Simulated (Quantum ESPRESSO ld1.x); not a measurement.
Neutral cadmium, configuration [Kr] 4d10 5s2. Calculated with ld1.x of Quantum ESPRESSO 7.5: Dirac Kohn-Sham, PW91, spin-unpolarised, spherical densities, point nucleus.

Normalised radial functions P(r) = r R(r) (large component), r in bohr:

```
   r/bohr * 4s1/2, o 4p3/2, + 4d3/2 (the largest magnitude, 1.2, reaches the edge; | marks zero, & curves that meet)
 0.003852                             &  *
 0.005137                             &   *
 0.006907                             +o   *
 0.009212                             +o    *
  0.01229                             +o    *
  0.01639                             + o   *
  0.02203                             +  o *
  0.02939                             +  * o
   0.0392                             *+     o
  0.05228                        *    | +      o
  0.07028                    *        |  +     o
  0.09374                   *         |    +  o
    0.125                       *     | o     +
   0.1668                        o    |  *      +
   0.2242                o            |          + *
    0.299                o            |       +      *
   0.3988                         o   |+  *
    0.532               *    +        |          o
   0.7152  *        +                 |                       o
   0.9539    *   +                    |                        o
    1.272          +   *              |                 o
    1.697               +       *     |        o
    2.281                     +      *|  o
    3.043                         +   *o
    4.058                            +&
    5.413                             &
    7.278                             &
    9.707                             &
```

4s1/2: eigenvalue -105.91 eV, 3 radial nodes at r = 0.0381, 0.153, 0.426 bohr, <r> = 0.879 bohr, 90 % of the charge inside 1.28 bohr. 4p3/2: eigenvalue -65.179 eV, 2 radial nodes at r = 0.138, 0.434 bohr, <r> = 0.970 bohr, 90 % of the charge inside 1.43 bohr. 4d3/2: eigenvalue -12.208 eV, 1 radial node at r = 0.413 bohr, <r> = 1.28 bohr, 90 % of the charge inside 2.04 bohr.
